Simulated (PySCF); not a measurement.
Species: C3H3BCl2.
Geometry (PBE0-D3(BJ)/def2-SVP, Å), atoms numbered from 1 in this order:
```
atom  x, y, z in Å
C1     1.7535    0.3713   -0.2466
C2     0.6891    0.0070    0.2024
C3    -0.6192   -0.4116    0.6862
B4    -1.6585   -0.0316   -0.4388
Cl5   -2.2770    1.5977   -0.5541
Cl6   -2.1884   -1.2183   -1.6056
H7     2.7032    0.6896   -0.6340
H8    -0.8600    0.1120    1.6262
H9    -0.6244   -1.4957    0.8803
```

The closed-shell ground state was solved at several levels (PySCF, density fitting, gas phase, non-relativistic).

| level | basis functions | HOMO (eV) | LUMO (eV) | gap (eV) | dipole (D) |
| --- | --- | --- | --- | --- | --- |
| wB97X-D/pcSseg-2 | 272 | -9.74 | 0.25 | 9.99 | 1.08 |
| B3LYP/6-31G* | 98 | -7.29 | -1.52 | 5.77 | 1.15 |
| PBE0/pcSseg-1 | 131 | -7.91 | -1.61 | 6.30 | 1.09 |

(1) Estimate the row for CAM-B3LYP/def2-SVPD, a basis of 158 functions; the other rows only guide the guess.

(2) Over all these levels, which gives the widest orbital gap and which the narrowest?

(3) How far do the dipole and the HOMO energy spread over the levels?

Results:

(1) HOMO -9.26 eV, LUMO -0.50 eV, gap 8.76 eV, dipole 1.07 D.

(2) wB97X-D/pcSseg-2 (range-separated hybrid) has the widest, 9.99 eV, and B3LYP/6-31G* (global hybrid, 20 % exact exchange) the narrowest, 5.77 eV. Functional and basis both differ between the two, so the spread mixes both effects.

(3) The dipole runs from 1.07 to 1.15 D (mean 1.10 D) and the HOMO from -9.74 to -7.29 eV.

One conformer stands for the species.
